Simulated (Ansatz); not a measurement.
The molecule CdAs, multiplicity 4 (lowest of 2S+1 = 2, 4 at CCSD(T)/def2-TZVPP on PBE0 minima; our sources give no spin for the ground state, which may be another). No spin–orbit coupling. As is treated without relativity.

Seven points along R, fitted to fifth degree in 1/R; most abundant isotopes. In def2 and cc sets the state is the lowest found near the PBE0 minimum, followed along R.

Run with Ansatz (Gaussian basis) for Hartree–Fock, density functionals and correlated methods.  In def2 rows elements past Kr take small-core potentials, without spin–orbit coupling.

Q: What bond length and harmonic frequency does B97M-V/def2-TZVPP give?

A: r_e = 2.920 Å, ω_e = 80 cm⁻¹.

Q: What bond length and harmonic frequency does BHLYP/def2-TZVPP give?

A: r_e = 2.849 Å, ω_e = 94 cm⁻¹.

Q: What bond length and harmonic frequency does wB97X-V/def2-TZVPP give?

A: r_e = 2.738 Å, ω_e = 122 cm⁻¹.

Ansatz is a quantum-chemistry and plane-wave program.
